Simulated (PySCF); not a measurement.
**Energy of Nb⁻ (niobium, charge -1) between two integer charges**

The 5s beta orbital of [Kr] 4d4 5s2 is emptied in steps (occupation f), with all orbitals relaxed, ending at [Kr] 4d4 5s1. Computed with PySCF 2.14 in def2-TZVPPD with the def2 core potential (28 electrons) (6s4p3d2f1g, 56 functions), with a scalar-relativistic core potential. The exact energy is a straight line in f; departures are measured from the line between the end points of the same method.

```csv
f,UHF (eV),LDA (eV),PBE (eV)
1,0.000,0.000,0.000
0.8,0.017,-0.344,-0.317
0.6,0.024,-0.518,-0.476
0.4,0.023,-0.521,-0.475
0.2,0.015,-0.348,-0.312
0,0.000,0.000,0.000
```

```
method  E(f=0) − E(f=1) (eV)  −ε at f=1 (eV)  −ε at f=0.4 (eV)
   UHF                -0.701          -0.594            -0.725
   LDA                 0.713          -1.428             1.137
   PBE                 0.405          -1.571             0.812
```

Orbital energy along the path (eV):

```
  f    UHF     LDA     PBE
  1  0.594   1.428   1.571
0.8  0.643   0.585   0.786
0.6  0.686  -0.270  -0.007
0.4  0.725  -1.137  -0.812
0.2  0.759  -2.017  -1.631
  0  0.790  -2.822  -1.852
```

At f = 1 the orbital energy is positive for UHF, LDA, PBE: only the finite basis holds the electron.

Reference removal energy between the ground levels: 0.917 eV (measured; photodetachment measurements, as compiled on the Wikipedia data page of electron affinities). The calculation has no spin-orbit coupling. UHF lacks correlation.
